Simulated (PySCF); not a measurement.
**Question.** Give a GFN2-xTB geometry of `FC[C@H]1C=CCN1`.

**Answer.** 
Z-matrix in Å and degrees, rows numbered from 1:
```
F 
C   1  1.3727
C   2  1.5382  1  110.48
C   3  1.5050  2  111.47  1    70.59
C   4  1.3203  3  110.55  2   114.47
C   5  1.4998  4  110.79  3     0.97
N   3  1.4639  2  108.82  1  -174.30
H   2  1.0937  1  107.37  3  -120.31
H   2  1.0931  1  107.42  3   121.13
H   3  1.0983  2  107.41  1   -51.96
H   4  1.0740  3  121.32  2   -64.11
H   5  1.0747  4  127.51  3  -178.96
H   6  1.0952  5  111.72  4   123.65
H   6  1.0984  5  110.73  4  -116.49
H   7  1.0105  3  111.65  2   121.13
```

The C–C distances run from 1.320 Å (C4=C5, drawn double) to 1.538 Å (C2–C3, drawn single), a spread of 0.218 Å. The 5-membered ring C3–C4–C5–C6–N7 has internal angles of 104.8° to 110.8°; it is almost planar, 0.02 Å rms from its mean plane, widest ring torsion 4°. N7 (secondary amine nitrogen) is pyramidal (angles 111.7°, 111.5° and 108.8°, sum 332.0°, 0.40 Å off the plane of its three neighbours).

Structure optimised with GFN2-xTB, isolated species.

Point group: C1 (no symmetry element, even within 0.4 Å). No frequency check. The numbers are those of one conformer (F1–C2–C3–C4 71°).

All values are computed, not measured.
